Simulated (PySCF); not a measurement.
## Electronic structure of Ru+ (ruthenium, charge +1) at the UHF level

Configuration: [Kr] 4d6 5p1, one real determinant (an excited configuration). Calculation: PySCF 2.14, in x2c-TZVPPall with one added diffuse shell each of s, p, d, f type (9s7p7d3f1g, 95 functions); the spin-free X2C one-electron Hamiltonian (Gaussian nucleus).

```json
{"Total energy": "-4527.582814 hartree", "One-electron energy": "-6226.4603 hartree", "Hartree (Coulomb) energy": "1831.1856 hartree", "Exchange energy": "-132.3081 hartree", "⟨S²⟩": "8.7533", "⟨L²⟩": "8.062", "Sum of ⟨r⟩": "29.92 bohr", "Sum of ⟨r²⟩": "47.83 bohr²", "Traceless quadrupole moment −½Σ⟨3z² − r²⟩ along its main axis": "-6.24 e·bohr²", "Langevin diamagnetic susceptibility": "-37.9 ×10⁻⁶ cm³/mol"}
```

```csv
shell,electrons,mean orbital energy (eV),spread (eV),"rms radius, mean of both spins (bohr)"
1s α,1,-22246.9,0,0.0384
1s β,1,-22246.9,0,0.0384
2s α,1,-3289.7,0,0.158
2s β,1,-3288.7,0,0.158
2p α,3,-2942.2,0.323,0.140
2p β,3,-2941.1,0.054,0.140
3s α,1,-624.32,0,0.428
3s β,1,-623.75,0,0.428
3p α,3,-506.97,0.603,0.432
3p β,3,-506.26,0.332,0.432
3d α,5,-318.08,0.623,0.419
3d β,5,-316.52,1.064,0.419
4s α,1,-109.56,0,1.09
4s β,1,-103.06,0,1.09
4p α,3,-75.057,1.429,1.21
4p β,3,-66.617,1.516,1.21
4d α,5,-24.340,1.514,1.67
4d β,1,-20.644,0,1.67
5p α,1,-10.252,0,4.07
```

⟨L²⟩ = 8.06 against 12 for a pure F term, so this real determinant mixes terms.

Densities and radii are taken from the X2C orbitals without a picture-change correction, which distorts them close to the nucleus.

Spin-orbit constants ζ (cm⁻¹) from the X2C one-electron operator on these orbitals: bare nucleus, nucleus screened by l(l+1)(2l+1)/3 electrons, and screened by the Breit-Pauli mean field of the electrons.

| shell | bare | screened nucleus | mean field |
| --- | --- | --- | --- |
| 2p | 709500 | 677200 | n/a |
| 3p | 122000 | 116500 | n/a |
| 3d | 17540 | 13560 | n/a |
| 4p | 17320 | 16530 | n/a |
| 4d | 1447 | 1118 | n/a |
| 5p | 1216 | 1161 | n/a |

To first order the Landé constant is A = -71.67 cm⁻¹, so the lowest level has J = 11/2 and lies 0.0666 eV below the centre of the term. This holds in LS coupling only.
